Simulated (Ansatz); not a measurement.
Computed with Ansatz on PBE0-D4/def2-TZVP structures; ΔE is electronic, products minus reactants. CBS: MP2 limit from def2 TZ/QZ plus the TZ coupled-cluster correction, frozen cores. DFT in def2-TZVPP. B3LYP here is the variant with VWN-RPA as its local correlation; programs differ in this. One conformer a species, not always the lowest.

Consider the cleavage of the P–Si bond: `O[SiH]([SiH3])P` + `O[SiH2]O` → `O[SiH2]OP` + `O[SiH2][SiH3]`.

| level | ΔE (eV) |
| --- | --- |
| PBE0-D4 | 0.57 |
| B3LYP-D4 | 0.41 |
| ωB97X-V | 0.41 |
| ωB97M-V | 0.42 |
| B2PLYP | 0.40 |
| PBE0 | 0.55 |
| B3LYP | 0.38 |
| HF/CBS(def2) | 0.16 |

(1) What does CCSD(T)/CBS give? (Estimate.)

Largest T1 diagnostic among the species: 0.014.

## Answers

(1) The calculation gave: +0.47 eV. The listed levels differ from it by 0.10, -0.06, -0.06, -0.05, -0.07, 0.08, -0.09, -0.31 eV.

In def2-TZVPP, CCSD(T) changes the Hartree–Fock value by +0.26 eV (the triples alone add +0.04 eV) and MP2 by +0.29 eV. The D4 term adds +0.04 eV with B3LYP and +0.02 eV with PBE0; it sums over pairs of atoms, weighted by their polarisabilities, and B3LYP, whose exchange is more repulsive, gets the larger term.
